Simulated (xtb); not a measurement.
Ge(H)2(Br)(OH) (BrGeH3O), SMILES [OH][GeH2][Br]. All values are semi-empirical tight-binding results from xtb (GFN2-xTB unless named), good for trends rather than for accurate numbers. The structure is a stationary point at GFN2-xTB. One conformer was computed; it need not be the lowest.

Optimised geometry:

Bonds (Å): Ge1–O2 1.725, Ge1–Br3 2.276, Ge1–H4 1.496, Ge1–H5 1.511, O2–H6 0.956. Angles (°): O2–Ge1–Br3 108.3, O2–Ge1–H4 103.2, O2–Ge1–H5 111.4, Br3–Ge1–H4 110.2, Br3–Ge1–H5 107.6, H4–Ge1–H5 115.9, Ge1–O2–H6 121.9.

For metal compounds this method's bond lengths and energies can be far off.

| Property | Result |
|---|---|
| orbital gap | 6.75 eV |
| zero-point energy | 17.2 kcal/mol |
| G − E(el) at 298.15 K (modified RRHO) | -1.5 kcal/mol |

Computed atomic charges and the Wiberg bond orders between heavy atoms:
charges (e) Ge1 0.29, O2 -0.45, Br3 -0.15, H4 0.01, H5 -0.01, H6 0.32. Bond orders Ge1–O2 1.21, Ge1–Br3 1.11.
